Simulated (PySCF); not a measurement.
GaHFCl, SMILES [F][GaH][Cl]. Atoms are numbered in the order given.

```xyz
4

Ga    -0.3679     0.4122     0.0000
H     -1.8360     0.9106     0.0000
F      0.9739     1.5601     0.0000
Cl     0.2633    -1.6312     0.0000
```

The structure is a stationary point at PBE-D3(BJ)/def2-TZVP.

Computed with PBE0/pcSseg-2 in PySCF.

GIAO shieldings, no solvent; atoms alike by connectivity are averaged. δ = σ(ref) − σ: ¹H against TMS (σ = 31.54 ppm); ¹⁹F against CFCl3 (σ = 165.8 ppm); ³⁵Cl against HCl (σ = 943.3 ppm), references at their B3LYP-D3(BJ)/def2-TZVP geometries, non-relativistic (without spin–orbit terms, shifts of atoms bonded to Cl or Br come out too high).

```json
[
 {"nucleus": "¹H", "atoms": "H2", "count": "1", "δ (ppm)": "6.29"},
 {"nucleus": "¹⁹F", "atoms": "F3", "count": "1", "δ (ppm)": "-126.8"},
 {"nucleus": "³⁵Cl", "atoms": "Cl4", "count": "1", "δ (ppm)": "70.1"}
]
```
